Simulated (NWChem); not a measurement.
Atomisation of C4H7Cl

SMILES: C1(CCC1)Cl
```xyz
12

Cl    -0.4485    -1.7153     0.0000
C     -0.4643     0.0682     0.0000
C      0.3394     0.8035     1.0764
C      0.6858     1.8532     0.0000
C      0.3394     0.8035    -1.0764
H     -1.5216     0.3690     0.0000
H     -0.1911     1.1199     1.9864
H      1.2229     0.2134     1.3619
H     -0.0255     2.6929     0.0000
H      1.7065     2.2619     0.0000
H     -0.1911     1.1199    -1.9864
H      1.2229     0.2134    -1.3619
```
Charge 0, spin multiplicity 1.

All runs are NWChem calculations. All single points use one geometry, from PBE0/def2-SVP, a minimum by its harmonic frequencies. It is one conformer; others weren't searched.

Basis set: def2-SVP. The atomisation energy is electronic alone: no zero-point, thermal, spin-orbit or counterpoise terms. No value is extrapolated to the basis-set limit. Free atoms are single determinants with multiplicities Cl 2, C 3, H 2. Correlated methods freeze the same cores in atoms and molecule, 9 orbitals in all.

| method | atomisation energy (kcal/mol) | relative cost |
|---|---|---|
| TPSS | 1144.5 | 4 |
| PBE0 | 1151.5 | under 3 |
| MP2 | 1098.7 | under 3 |
| PBE | 1164.9 | under 3 |
| BLYP | 1118.3 | under 3 |
| B3LYP | 1128.5 | under 3 |
| CAM-B3LYP | 1138.3 | 10 |
| HF | 856.4 | 1 |

The values span 308.4 kcal/mol, from HF (lowest) to PBE (highest). The cost column gives rough processor time relative to HF; each entry includes its own SCF. Costs are the molecule's.

B3LYP has NWChem's definition, with VWN1-RPA local correlation. GW and range-separated runs recompute their integrals, the others keep them in memory, which bears on the times. The structure started from a generated list of species. The stability of the SCF solutions was not checked. Open-shell Hartree-Fock references start from PBE0 orbitals; any time given for them includes that run.
